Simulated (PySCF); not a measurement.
CH$_{3}$Cl$_{2}$Ga (SMILES [CH3][Ga]([Cl])[Cl]), singlet, at a GFN2-xTB geometry (such geometries of metal compounds can be far from the true shape); B3LYP/STO-3G, polarisability run with PySCF.

Here is a job for PySCF.
```python
from pyscf import gto, scf, dft
from pyscf.prop import polarizability

mol = gto.Mole()
mol.atom = '''
    Ga    0.19767640   -0.07210498    0.12893448
    Cl   -1.50828071   -1.28159531   -0.04880070
    Cl    0.11921363    1.78760409   -0.84099158
    C     1.84271928   -0.67145363    1.17580270
    H     2.27310260    0.18063391    1.70408060
    H     2.59149747   -1.06673279    0.48567305
    H     1.56525637   -1.45207418    1.88492977
'''
mol.basis = 'sto-3g'
mol.verbose = 4
mol.build()

mf = dft.RKS(mol)
mf.xc = 'b3lyp'
mf.kernel()
alpha = mf.Polarizability().polarizability()[2, 2]
print('alpha_zz =', alpha)
```

It wrote (shortened):

```
site-packages/pyscf/prop/efg/rhf.py:45: UserWarning: Module EFG is under testing
  warnings.warn('Module EFG is under testing')
site-packages/pyscf/prop/efg/dhf.py:30: UserWarning: Module EFG is under testing
  warnings.warn('Module EFG is under testing')
site-packages/pyscf/prop/zfs/uhf.py:40: UserWarning: Module ZFS is under testing
  warnings.warn('Module ZFS is under testing')
site-packages/pyscf/prop/gtensor/uhf.py:43: UserWarning: Module g-tensor is under testing
  warnings.warn('Module g-tensor is under testing')
site-packages/pyscf/prop/gtensor/uks.py:41: UserWarning: Module g-tensor is under testing
  warnings.warn('Module g-tensor is under testing')
site-packages/pyscf/prop/hfc/uks.py:35: UserWarning: Module HFC is under testing
  warnings.warn('Module HFC is under testing')
site-packages/pyscf/prop/magnetizability/rhf.py:39: UserWarning: Module magnetizability is under testing
  warnings.warn('Module magnetizability is under testing')
site-packages/pyscf/prop/magnetizability/uhf.py:37: UserWarning: Module magnetizability is under testing
  warnings.warn('Module magnetizability is under testing')
site-packages/pyscf/prop/magnetizability/rks.py:37: UserWarning: Module magnetizability is under testing
  warnings.warn('Module magnetizability is under testing')
site-packages/pyscf/prop/magnetizability/uks.py:39: UserWarning: Module magnetizability is under testing
  warnings.warn('Module magnetizability is under testing')
site-packages/pyscf/prop/polarizability/uhf.py:34: UserWarning: Module polarizability is under testing
  warnings.warn('Module polarizability is under testing')
site-packages/pyscf/prop/polarizability/rks.py:29: UserWarning: Module polarizability is under testing
  warnings.warn('Module polarizability is under testing')
site-packages/pyscf/prop/polarizability/uks.py:29: UserWarning: Module polarizability is under testing
  warnings.warn('Module polarizability is under testing')
PySCF version 2.14.0

[INPUT] verbose = 4
[INPUT] num. atoms = 7
[INPUT] num. electrons = 74
[INPUT] charge = 0
[INPUT] spin (= nelec alpha-beta = 2S) = 0
[INPUT] symmetry False subgroup None
[INPUT] Mole.unit = angstrom
[INPUT] Symbol           X                Y                Z      unit          X                Y                Z       unit  Magmom
[...]
nuclear repulsion = 428.542575138173
number of shells = 24
number of NR pGTOs = 132
number of NR cGTOs = 44
basis = sto-3g
ecp = {}

******** <class 'pyscf.dft.rks.RKS'> ********
method = RKS
[...]
direct_scf = True
direct_scf_tol = 1e-13
XC library pyscf.dft.libxc version 7.1.2
    S. Lehtola, C. Steigemann, M. J. T. Oliveira, and M. A. L. Marques,  SoftwareX 7, 1–5 (2018)
XC functionals = b3lyp
    P. J. Stephens, F. J. Devlin, C. F. Chabalowski, and M. J. Frisch,  J. Phys. Chem. 98, 11623 (1994)
radial grids:
    Treutler-Ahlrichs [JCP 102, 346 (1995); DOI:10.1063/1.469408] (M4) radial grids

becke partition: Becke, JCP 88, 2547 (1988); DOI:10.1063/1.454033
pruning grids: <function nwchem_prune>
grids dens level: 3
symmetrized grids: False
atomic radii adjust function: <function treutler_atomic_radii_adjust>
small_rho_cutoff = 0
Set gradient conv threshold to 3.16228e-05
Initial guess from minao.
tot grids = 102208
init E= -2849.54858866247
[...]
cycle= 1 E= -2852.02304336037  delta_E= -2.47  |g|= 0.402  |ddm|=  3.1
[...]
cycle= 2 E= -2842.11928667982  delta_E=  9.9  |g|= 6.32  |ddm|=  7.2
[...]
cycle= 3 E= -2849.16233119628  delta_E= -7.04  |g|= 3.18  |ddm|= 4.05
[...]
cycle= 4 E= -2851.43100317208  delta_E= -2.27  |g|= 1.76  |ddm|= 2.26
[...]
cycle= 5 E= -2851.62405715413  delta_E= -0.193  |g|= 1.49  |ddm|= 0.331
[...]
cycle= 6 E= -2852.07286100679  delta_E= -0.449  |g|= 0.471  |ddm|= 1.37
[...]
cycle= 7 E= -2852.14148633993  delta_E= -0.0686  |g|= 0.0463  |ddm|= 0.939
[...]
cycle= 8 E= -2852.14205916596  delta_E= -0.000573  |g|= 0.0209  |ddm|= 0.103
[...]
cycle= 9 E= -2852.1422661284  delta_E= -0.000207  |g|= 0.0034  |ddm|= 0.0638
[...]
cycle= 10 E= -2852.14227537467  delta_E= -9.25e-06  |g|= 0.00149  |ddm|= 0.0141
[...]
cycle= 11 E= -2852.14227846898  delta_E= -3.09e-06  |g|= 0.000898  |ddm|= 0.0116
[...]
cycle= 12 E= -2852.14227965239  delta_E= -1.18e-06  |g|= 0.000479  |ddm|= 0.00755
[...]
cycle= 13 E= -2852.14228010347  delta_E= -4.51e-07  |g|= 0.000198  |ddm|= 0.00476
[...]
cycle= 14 E= -2852.14228041179  delta_E= -3.08e-07  |g|= 5.22e-05  |ddm|= 0.00665
[...]
cycle= 15 E= -2852.14228044799  delta_E= -3.62e-08  |g|= 2.97e-05  |ddm|= 0.00217
[...]
cycle= 16 E= -2852.14228045304  delta_E= -5.05e-09  |g|= 2.06e-05  |ddm|= 0.000655
[...]
cycle= 17 E= -2852.14228045506  delta_E= -2.03e-09  |g|= 8.59e-06  |ddm|= 0.000503
[...]
cycle= 18 E= -2852.14228045522  delta_E= -1.55e-10  |g|= 2.29e-06  |ddm|= 0.000138
[...]
Extra cycle  E= -2852.14228045521  delta_E= 7.28e-12  |g|= 4.78e-06  |ddm|= 1.66e-05
converged SCF energy = -2852.14228045521
Isotropic polarizability 32.4435346018
Polarizability anisotropy 10.7012215904
alpha_zz = 25.566655147901045
```
